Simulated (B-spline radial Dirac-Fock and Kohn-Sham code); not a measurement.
What relativity does to the binding energies of Pm²⁺

System: Pm²⁺, [Xe] 4f5.

Both columns are ΔSCF binding energies of the configuration average from a radial atomic solver: non-relativistic Hartree-Fock with a point nucleus, and Dirac-Fock with a finite nucleus and the Coulomb interaction alone, averaged over the two j levels with weights 2j+1.

| shell | Hartree-Fock (eV) | Dirac-Fock (eV) | shift (eV) | shift (%) |
| --- | --- | --- | --- | --- |
| 1s | 42959.5 | 45385.6 | +2426.10 | +5.65 |
| 2s | 6854.3 | 7472.5 | +618.21 | +9.02 |
| 2p | 6485.7 | 6679.1 | +193.40 | +2.98 |
| 3s | 1532.7 | 1675.3 | +142.59 | +9.30 |
| 3p | 1370.2 | 1419.3 | +49.12 | +3.58 |
| 3d | 1070.5 | 1057.8 | -12.70 | -1.19 |
| 4s | 327.7 | 360.4 | +32.71 | +9.98 |
| 4p | 263.8 | 274.0 | +10.16 | +3.85 |
| 4d | 150.0 | 146.9 | -3.15 | -2.10 |
| 4f | 22.73 | 19.11 | -3.62 | -15.92 |
| 5s | 58.70 | 63.63 | +4.92 | +8.38 |
| 5p | 39.49 | 40.43 | +0.94 | +2.39 |

Relativity binds 1s, 2s, 2p, 3s, 3p, 4s, 4p, 5s, 5p more strongly, among those listed most of all 4s in relative terms, and 3d, 4d, 4f more weakly, because the contracted s and p shells screen the nucleus better.

Values without a named source are computed, but for edge energies of neutral atoms, which are taken from tables.
